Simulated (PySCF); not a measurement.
Several orderings of computed values.

Each SMILES stands for a single optimised conformer of the isolated species, non-relativistic unless stated. Electronic properties by PySCF.

Dipoles, sizes and rotational constants follow the conformer. The torsions of the flexible species, by atom-mapped SMILES:
- `[CH2:1]=[C:2]([CH3:3])[C@@H:4]1[CH2:5][CH2:6][Si:7]1([NH2:8])[NH2:9]`: C1–C2–C4–C5 -145°, H–N8–Si7–C6 -92°, H–N8–Si7–C6 45°, H–N9–Si7–C6 -43°, H–N9–Si7–C6 -179°
- `[CH3:1][CH2:2][C@@H:3]1[CH2:4][C@H:5]([C:6]#[N:7])[Si@H:8]1[F:9]`: C1–C2–C3–C4 -67°
- `[CH3:1][CH2:2][CH2:3][C:4]#[N:5]`: C1–C2–C3–C4 -64°
- `[CH3:1][CH2:2][c:3]1[cH:4][p:5][c:6]([CH3:7])[cH:8][p:9]1`: C1–C2–C3–C4 -87°
- `[CH2:1]=[C:2]1[SiH2:3][C:4]([SiH3:5])=[C:6]([CH:7]=[O:8])[C:9]1=[CH2:10]`: C4–C6–C7–O8 1°
- `[NH2:1][CH2:2][C:3]#[C:4][CH2:5][Si@@H:6]1[CH2:7][C@H:8]1[F:9]`: C4–C5–Si6–C7 26°, H–N1–C2–C3 60°, H–N1–C2–C3 -59°
- `[CH3:1][O:2]/[CH:3]=[C:4](\[CH3:5])[C:6]#[N:7]`: C1–O2–C3–C4 180°
- `[CH3:1][C:2]([CH3:3])([SiH3:4])/[C:5]([C:6]#[N:7])=[CH:8]\[F:9]`: C1–C2–C5–C6 -11°

The conformers of `CC[C@H]1CN([SiH3])N=C1C` and `[SiH3]NN=C1CCCCC1` aren't listed.

(1) Rank by HOMO–LUMO gap, highest first (PBE0/pcSseg-1 at GFN2-xTB geometries).
A. `CC[C@H]1CN([SiH3])N=C1C`
B. `CCCC#N`
C. `C=C1[SiH2]C([SiH3])=C(C=O)C1=C`
D. `Cc1c(c(C)pcp1)C`
E. `C=C(C)[C@@H]1CC[Si]1(N)N`
F. `[SiH3]NN=C1CCCCC1`
G. `CCC1=CP=C(C)C=P1`
H. `CC[C@@H]1C[C@H](C#N)[Si@H]1F`

(2) By how much do the two ends of that ranking differ?

(3) Rank by dipole moment, highest first (PBE0/pcSseg-1 at GFN2-xTB geometries).
A. `C(CC#N)C`
B. `C=C(C)[C@@H]1CC[Si]1(N)N`
C. `FC(F)Cl`
D. `CC[C@@H]1C[C@H](C#N)[Si@H]1F`
E. `CO/C=C(\C)C#N`
F. `C=C1[SiH2]C([SiH3])=C(C=O)C1=C`
G. `NCC#CC[Si@@H]1C[C@H]1F`

(4) Rank by smallest rotational constant, highest first (GFN2-xTB).
A. `N#C/C(=C/OC)C`
B. `CCCC#N`
C. `CCc1cpc(C)cp1`
D. `C=C(C)[C@@H]1CC[Si]1(N)N`

(5) Give the two extremes of that set in cm⁻¹.

(6) Rank by HOMO energy, lowest first (PBE0/pcSseg-1 at GFN2-xTB geometries).
A. `p1cpc(c(c1C)C)C`
B. `CC(C)([SiH3])/C(C#N)=C\F`
C. `NCC#CC[Si@@H]1C[C@H]1F`
D. `C(CC)C#N`
E. `C=C1[SiH2]C([SiH3])=C(C=O)C1=C`
F. `CC[C@H]1CN([SiH3])N=C1C`
G. `N#C[C@@H]1[Si@H]([C@@H](C1)CC)F`
H. `C=C(C)[C@@H]1CC[Si]1(N)N`

(7) Give the two extremes of that set in hartree.

Answers

(1) B (9.98 eV), H (8.05 eV), E (6.89 eV), F (6.56 eV), A (6.28 eV), D (5.02 eV), G (4.55 eV), C (4.40 eV).

(2) By 5.58 eV, between `CCCC#N` and `C=C1[SiH2]C([SiH3])=C(C=O)C1=C`.

(3) E (5.28 D), D (4.24 D), A (4.00 D), F (3.44 D), G (2.24 D), C (1.55 D), B (1.20 D).

(4) B (2.774 GHz), A (1.176 GHz), D (0.949 GHz), C (0.637 GHz).

(5) `CCc1cpc(C)cp1`: 0.0213 cm⁻¹; `CCCC#N`: 0.0925 cm⁻¹.

(6) D (-9.32 eV), G (-8.18 eV), B (-7.58 eV), E (-7.01 eV), C (-6.89 eV), A (-6.75 eV), H (-6.10 eV), F (-5.67 eV).

(7) `CCCC#N`: -0.342 Eh; `CC[C@H]1CN([SiH3])N=C1C`: -0.208 Eh.
